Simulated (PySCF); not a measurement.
Broadened absorption spectrum of SnCl3(NHMe)

Species: SnCl3(NHMe), CH4Cl3NSn.
SMILES: `C[NH][Sn]([Cl])([Cl])[Cl]`

Theory: TDDFT wB97X-D/def2-SVPD, vertical, gas phase, core orbitals frozen in the response, def2 core potentials past Kr in PySCF 2.14.0, density-fitted response routines. Geometry: PBE0-D3(BJ)/def2-SVP; no solvent, vibrations or thermal averaging. Spin–orbit coupling is left out.

Computed states:

```csv
state,E (eV),f
S1,4.29,0.035
S2,5.56,0.0020
S3,5.75,0.023
S4,5.82,0.024
S5,5.94,0.056
S6,6.02,0.036
S7,6.05,0.053
S8,6.71,0.0033
S9,6.79,0.018
S10,7.19,0.0076
```

Broadening: Gaussians 0.25 eV wide at half height, area fixed by f = 4.319×10⁻⁹ ∫ε dν̃. The width is an assumption, not a result. The curve ends short of the highest state used, and states not computed would add to its high-energy end.

Task: What does the envelope look like, and where are its maxima?

Result: 
| E (eV) | ε (L mol⁻¹ cm⁻¹) |
| --- | --- |
| 3.91 | 6 |
| 3.99 | 70 |
| 4.07 | 444 |
| 4.14 | 1401 |
| 4.22 | 3056 |
| 4.30 | 3779 |
| 4.37 | 2856 |
| 4.45 | 1218 |
| 4.53 | 294 |
| 4.60 | 53 |
| 4.68 | 4 |
| 4.76 | 0 |
| 4.83 | 0 |
| 4.91 | 0 |
| 4.99 | 0 |
| 5.06 | 0 |
| 5.14 | 0 |
| 5.22 | 1 |
| 5.29 | 9 |
| 5.37 | 48 |
| 5.44 | 156 |
| 5.52 | 506 |
| 5.60 | 1495 |
| 5.67 | 3238 |
| 5.75 | 6025 |
| 5.83 | 9330 |
| 5.90 | 12645 |
| 5.98 | 15070 |
| 6.06 | 12868 |
| 6.13 | 7862 |
| 6.21 | 2839 |
| 6.29 | 612 |
| 6.36 | 105 |
| 6.44 | 32 |
| 6.52 | 151 |
| 6.59 | 511 |

Maxima: 289 nm (4.29 eV), ε about 3800, made up of S1 (100%); 207 nm (5.99 eV), ε about 15000, made up of S5 (37%), S6 (25%) and S7 (32%) (ε in L mol⁻¹ cm⁻¹; maxima over ε = 5, shares over 10%). At its high-energy end, 6.59 eV, the curve is still rising (ε about 510, from S8 and S9).

Task: Coming from long wavelengths, where does ε first pass 100 L mol⁻¹ cm⁻¹?

Result: At about 310 nm (4.00 eV), 0.29 eV below S1.

Task: On this curve, what absorbance would a 10⁻⁵ mol/L sample give at 280 nm over a 1 cm path?

Result: 280 nm is 4.428 eV, where ε is about 1600 L mol⁻¹ cm⁻¹, so A = ε c l ≈ 0.016 (Beer–Lambert, with the gas-phase spectrum and the assumed width).

Task: What would ε be at 5.99 eV, the highest of these maxima, with half the width (0.125 eV)?

Result: About 21300 L mol⁻¹ cm⁻¹ against 15100, a factor of about 1.4; a lone state at its own centre would give exactly 2.

All these states lie below the vertical ionisation energy of 9.77 eV (ΔSCF).

The run took 1.8 min of wall time (grids of density and orbitals included) on one thread of an Arm Neoverse V1, no GPU, on a shared host, and the process peaked at 0.97 GiB of memory.
